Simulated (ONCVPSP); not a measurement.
## Plane-wave convergence, ONCV potential for Al

Al (Z = 13), optimised norm-conserving Vanderbilt (ONCV), made with ONCVPSP 4.0.1 (revPBE, scalar-relativistic). Core [He], reference 2s2 2p6 3s2 (charge +1). Waves: 2s+3s: rc 1.25 bohr, ncon 4, nbas 8, qcut 10.3 1/bohr, 2 projectors; 2p: rc 0.95 bohr, ncon 4, nbas 7, qcut 16.1 1/bohr, 1 projector. Local part: polynomial inside 0.65 bohr (lpopt 5, dvloc0 0 Ha). Core correction: polynomial model core, fcfact 0.35.

Problem. For each optimised wave give the share of its norm inside rc, the residual kinetic energy above qcut (Ha) and the cutoffs (Ha) for errors of 10, 1, 0.1 and 0.01 mHa per electron.

Solution.

| wave | norm inside rc | residual KE | 10 mHa | 1 mHa | 0.1 mHa | 0.01 mHa |
| --- | --- | --- | --- | --- | --- | --- |
| 2s | 0.971 | 1.1e-08 | 20.9 | 28.3 | 34.9 | 40.8 |
| 3s | 0.069 | 7.2e-08 | 14.0 | 20.5 | 26.1 | 31.2 |
| 2p | 0.871 | 3.9e-07 | 76.5 | 92.8 | 106.6 | 116.5 |

The occupied waves need 93 Ha and 107 Ha for 1 and 0.1 mHa.
